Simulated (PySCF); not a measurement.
Compound: C5H5F3O3.
Geometry (PBE0-D3(BJ)/def2-SVP, Å), atoms numbered from 1 in this order:
```
atom  x, y, z in Å
C1     3.1572    0.0662    0.0951
C2     1.8418    0.6234    0.5350
O3     1.6649    1.6187    1.1744
O4     0.8200   -0.1745    0.1088
C5    -0.4557    0.1869    0.4978
O6    -1.0644   -0.6532    1.4268
C7    -1.5278   -0.7083    0.0953
C8    -2.9241   -0.1989   -0.1454
F9    -3.1480    0.9482    0.4901
F10   -3.8320   -1.0812    0.2656
F11   -3.1085    0.0018   -1.4519
H12    3.1234   -0.2026   -0.9695
H13    3.3607   -0.8564    0.6598
H14    3.9492    0.7975    0.2885
H15   -0.5938    1.2616    0.6500
H16   -1.2819   -1.6166   -0.4691
```

Method used: PySCF 2.14.0, PBE0-D3(BJ)/def2-SVP geometry optimisation, gas phase.

Take the most abundant isotopes and a rigid rotor. The values belong to one conformer with, in the numbering `[CH3:1][C:2](=[O:3])[O:4][C@@H:5]1[O:6][C@H:7]1[C:8]([F:9])([F:10])[F:11]`, C1–C2–O4–C5 177°, C2–O4–C5–O6 -110°.

Problem. Give the principal moments of inertia and the rotational constants in MHz.

Solution. Ia = 173.83, Ib = 1016.99, Ic = 1031.94 u·Å²; 505379 MHz·u·Å²/I gives A = 2907, B = 496.9, C = 489.7 MHz.

Problem. What kind of rotor is it?

Solution. A near-prolate asymmetric top. Ray's parameter κ = (2B − A − C)/(A − C) = -0.994; −1 is the prolate and +1 the oblate limit.

Problem. Is it planar, by Δ = Ic − Ia − Ib?

Solution. Not planar: Δ = Ic − Ia − Ib = -158.87 u·Å². For a rigid frame Δ = −2 Σ m c², so Σ m c² = 79.44 u·Å² lies off the ab plane: 2.15 from hydrogen and 77.28 from heavier atoms. The atom farthest from that plane is 1.35 Å away.

Problem. Give the other two planar moments, Paa and Pbb, and the rms extents of the mass along the axes.

Solution. Paa = Σ m a² = (Ib + Ic − Ia)/2 = 937.55 and Pbb = Σ m b² = (Ia + Ic − Ib)/2 = 94.39 u·Å². With the mass M = 170.02 u, the rms extents √(P/M) along a, b and c are 2.35, 0.75, 0.68 Å.

Problem. List the rotational levels J(Ka,Kc) to J = 5 (K).

Solution. Above 0(0,0), as E/k:
J = 1: 1(0,1) 0.047, 1(1,1) 0.163, 1(1,0) 0.163
J = 2: 2(0,2) 0.142, 2(1,2) 0.257, 2(1,1) 0.258, 2(2,1) 0.605, 2(2,0) 0.605
J = 3: 3(0,3) 0.284, 3(1,3) 0.399, 3(1,2) 0.401, 3(2,2) 0.748, 3(2,1) 0.748, 3(3,1) 1.327, 3(3,0) 1.327
J = 4: 4(0,4) 0.474, 4(1,4) 0.588, 4(1,3) 0.591, 4(2,3) 0.937, 4(2,2) 0.937, 4(3,2) 1.516, 4(3,1) 1.516, 4(4,1) 2.327, 4(4,0) 2.327
J = 5: 5(0,5) 0.710, 5(1,5) 0.824, 5(1,4) 0.829, 5(2,4) 1.174, 5(2,3) 1.174, 5(3,3) 1.753, 5(3,2) 1.753, 5(4,2) 2.564, 5(4,1) 2.564, 5(5,1) 3.607, 5(5,0) 3.607

Problem. Which lines would a microwave search look for?

Solution. The dipole components are |μa| = 1.94 D, |μb| = 2.71 D, |μc| = 0.67 D. Intensities carry the squares of the components, which stand as 0.51 : 1.00 : 0.06 (a : b : c). Some lines, for components of 0.1 D or more:

```csv
type,branch,"J(Ka,Kc)",MHz,lower level (cm⁻¹)
a,R,"1(0,1) ← 0(0,0)",987,0.000
a,R,"2(1,2) ← 1(1,1)",1966,0.113
a,R,"2(0,2) ← 1(0,1)",1973,0.033
b,R,"1(1,1) ← 0(0,0)",3397,0.000
b,R,"2(1,2) ← 1(0,1)",4377,0.033
c,R,"2(1,1) ← 1(0,1)",4398,0.033
b,Q,"2(2,1) ← 2(1,2)",7253,0.179
b,R,"2(2,1) ← 1(1,0)",9212,0.114
c,R,"2(2,0) ← 1(1,0)",9212,0.114
c,R,"2(2,1) ← 1(1,1)",9219,0.113
b,R,"2(2,0) ← 1(1,1)",9219,0.113
```

Problem. Estimate the classical rotational partition function at 10 K, 50 K and 500 K.

Solution. Point group C1, symmetry number σ = 1; q = (√π/σ)·√((kT/h)³/(ABC)), k/h = 20836.6 MHz/K: 6340 at 10 K, 70900 at 50 K, 2240000 at 500 K.

Whether it is a minimum is left open (no frequencies). Constants of a rigid frame at the computed geometry: no zero-point averaging, no centrifugal distortion. A rigid rotor knows nothing of internal rotation, which can split or shift real lines.

On an x86-64 server with one thread (shared host), this took 4.9 min. These figures are those of the optimisation.
